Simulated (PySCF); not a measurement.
From computed data to an observable: dipole moment from atomic charges

(Z)-1,2-difluoroethene (C2H2F2), SMILES F/C=C\F. Atoms are numbered in the order given.

```xyz
6

F      0.0000     1.3928    -0.5468
C      0.0000     0.6659     0.5708
C      0.0000    -0.6659     0.5708
F      0.0000    -1.3928    -0.5468
H      0.0000     1.2468     1.4962
H      0.0000    -1.2468     1.4962
```
Charge 0, spin multiplicity 1.

Geometry: B3LYP-D3(BJ)/def2-SVP.

Charges (e) from PBE/def2-TZVPD (PySCF):

| atom | ESP fit | IAO |
|---|---|---|
| F1 | -0.073 | -0.242 |
| C2 | -0.071 | 0.076 |
| C3 | -0.071 | 0.076 |
| F4 | -0.073 | -0.242 |
| H5 | 0.144 | 0.166 |
| H6 | 0.144 | 0.166 |

The dipole moment of the full density is 2.03 D.

Problem. What dipole moment does each set of point charges give, and which comes closer to that of the density?

Solution. 
μ = Σ q r, and 1 e Å = 4.8032 D.
ESP fit: Σ q r = (0.000, 0.000, 0.430) e Å, |μ| = 2.06 D.
IAO: Σ q r = (0.000, 0.000, 0.848) e Å, |μ| = 4.07 D.
ESP fit comes closer in size. Point charges leave out the atoms' own dipoles (lone pairs, polarised bonds); fits to the potential absorb them, partitions of the density don't.
